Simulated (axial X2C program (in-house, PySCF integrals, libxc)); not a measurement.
**InSi⁺: from the spin-free to the two-component result**

Computed with an in-house relativistic program for diatomic molecules. Spin-free means the one-electron spin-free X2C Hamiltonian; two-component (2c) means X2C with spin–orbit coupling and atomic mean-field two-electron Coulomb and Gaunt terms, so the difference of the two also holds small scalar two-electron terms. Basis: In dyall-cv3z [11s12p9d4f1g], Si dyall-v3z [8s7p2d1f] (cores contracted in-house); Gaussian nuclei, density fitting, unrestricted open shells. Masses: In 114.904 u, Si 27.977 u.

Spin-free state: M_S = 1, Λ = 1 (beyond evenly filled blocks: σα, π+α); fragments In+ + Si.

| level | Re (Å) | ωe (cm⁻¹) | De (eV) | μ (D) |
| --- | --- | --- | --- | --- |
| PBE0 | 3.071 | 132.1 | 0.751 | 2.20 |
| HF | 3.302 | 104.9 | 0.352 | 1.43 |
| MP2 | 3.170 | 119.0 | 0.568 | n/a |
| CCSD | 3.169 | 120.1 | 0.553 | n/a |
| CCSD(T) | 3.140 | 124.3 | 0.594 | n/a |
| BHandHLYP | 3.126 | 125.1 | 0.657 | 2.07 |

Correlated methods: 6 electrons correlated (number of frozen shells: In 4 s, 3 p, 2 d; Si 2 s, 1 p), 232 virtual spin orbitals or spinors in MP2, 90 natural virtuals in coupled cluster.

Dipoles are positive if Si is the positive end and refer to the centre of mass.

Two-component determinant lowest at the distance of the search:

Ω = 2 (⟨Sz⟩ = 1.00, ⟨Lz⟩ = 1.00 at HF); fragments In+ + Si.

| level | Re (Å) | ωe (cm⁻¹) | De (eV) | μ (D) |
| --- | --- | --- | --- | --- |
| PBE0 | 3.076 | 131.7 | 0.739 | 2.18 |
| HF | 3.301 | 105.0 | 0.340 | 1.44 |
| MP2 | 3.174 | 118.6 | 0.567 | n/a |
| CCSD | 3.173 | 119.9 | 0.545 | n/a |
| CCSD(T) | 3.145 | 124.1 | 0.586 | n/a |
| BHandHLYP | 3.130 | 124.9 | 0.645 | 2.06 |

(1) From the two tables, how do the constants change at the CCSD(T) level (2c against spin-free)?

Occupations by symmetry block were frozen at the best pattern of an incomplete PBE0 search. Dissociation energies refer to the lowest single-determinant-based atoms at the same level and basis. Density functionals use the spin component along the axis (collinear). CCSD and (T) use frozen natural virtuals with an MP2 correction for the truncation; (T) itself is uncorrected, so its De runs slightly low. The 2c atoms are single determinants rather than J levels; their spin–orbit lowering is only partly caught, and De is too large by that part. This holds for PBE0, MP2, CCSD, CCSD(T), BHandHLYP. PBE0 can misorder states that lie within some tenths of an eV, so this need not be the ground state of the molecule. The nearest other spin-free determinant of the search, M_S = 0, Λ = 1, lies 0.22 eV up at the distance of the search. The functionals have no current-density term, which raises determinants with orbital currents, atoms included. The atomic limit has a lower orbital projection than the molecule and lies lower at mean-field level, so De may be about a tenth of an eV too small. With several unpaired electrons one determinant need not be a pure state. Open-shell Ω = 0 determinants with evenly filled partner blocks cannot be reached by this program, so the Ω shown need not be the lowest component. With the outer-core shells frozen, correlated bond lengths of heavy atoms tend to come out a few hundredths of an ångström too long.

## Answers

(1) At the CCSD(T) level Re increases by 0.005 Å and ωe doesn't move by more than 0.2 cm⁻¹; De is not compared, since the atomic limits differ or miss part of their spin–orbit lowering.
